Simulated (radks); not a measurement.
Problem. Species: the molybdenum ion Mo3+. Configuration: [Ar] 3d10 4s2 4p5.75 4d3 5d0.25 (fractional occupations, a model configuration). Method: scalar-relativistic Kohn-Sham, PBE, spin-unpolarised, spherical densities, finite nucleus; Fermi nuclear charge, rms radius 4.4091 fm; computed with a radial shooting solver on a logarithmic mesh with Libxc functionals. Some entries of the table are withheld. Estimate them.

orbital,occ.,eigenvalue (eV),r(max) (bohr)
1s,2,(1),0.02287
2s,2,-2835.445,0.1296
2p,6,-2538.663,0.1036
3s,2,(2),0.3836
3p,6,-414.8532,0.3771
3d,10,-256.6091,(3)
4s,2,(4),(5)
4p,5.75,-72.2418,(6)
4d,3,-34.7463,1.297
5d,0.25,-13.5529,3.961

Solution. 
(1) 1s eigenvalue (eV): -19857.89
(2) 3s eigenvalue (eV): -512.1307
(3) 3d r(max) (bohr): 0.3225
(4) 4s eigenvalue (eV): -98.6397
(5) 4s r(max) (bohr): 0.9851
(6) 4p r(max) (bohr): 1.063
